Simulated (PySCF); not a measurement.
SMILES CC([O][Al]([O]C)[O]C)C (C₅H₁₃AlO₃) at its GFN2-xTB optimised geometry (Å):

```
22

Al     0.3068     0.0839     0.0000
O      1.9663     0.0839     0.0000
C      3.1971     0.7466     0.0058
H      3.7631     0.4494     0.8934
H      3.7625     0.4670    -0.8878
H      3.0690     1.8307     0.0164
O     -0.5047    -1.3663    -0.0025
C     -0.4732    -2.7637    -0.0163
H      0.5499    -3.1435    -0.0323
H     -0.9766    -3.1449     0.8770
H     -0.9982    -3.1274    -0.9043
O     -0.5133     1.5252     0.0000
C     -1.7747     2.1255     0.0722
C     -2.2284     2.2062     1.5269
C     -2.7862     1.3581    -0.7715
H     -1.6599     3.1449    -0.3302
H     -2.3140     1.1976     1.9267
H     -3.1894     2.7086     1.6011
H     -1.4947     2.7514     2.1154
H     -2.4475     1.3185    -1.8040
H     -2.8564     0.3413    -0.3924
H     -3.7631     1.8335    -0.7324
```

Computed with CAM-B3LYP/def2-SVP in PySCF. Cells within 0.4 Å of a nucleus heavier than hydrogen are left out (blank, or x).

Map of the HOMO amplitude (bohr^(-3/2)), clipped to [-0.25, 0.25] on the plane z = 0.0 Å; orbital energy -8.97 eV, overall sign arbitrary:

```
|555555555555555555555555555|
|555555555555555555555555555|
|555555555555555555555555555|
|555555555555555555555555555|
|555555556665555555555555555|
|555555566666555555555555555|
|555555566776555555555555555|
|555555556776555555555555555|
|555555555x75334555544555555|
|555555543x65x14555543455555|
|555555544569x34566543455555|
|55555665556886566765x555555|
|55555666556666567x76x665555|
|5555556655556xx66xx56665555|
|555555555554566541245555555|
|555555555542476654455555555|
|555555555530x97655555555555|
|555555555543676555555555555|
|555555555556665555555555555|
|555555555567x44455555555555|
|555555555566543455555555555|
|555555555566544455555555555|
|555555555555555555555555555|
|555555555555555555555555555|
|555555555555555555555555555|
|555555555555555555555555555|
|555555555555555555555555555|
```
Scale: ten equal steps from -0.250 (start of '0') to 0.185 (end of '9'), in the order '0123456789'; x runs from -6.00 to 6.00, y from -6.00 (bottom) to 6.00 (top).
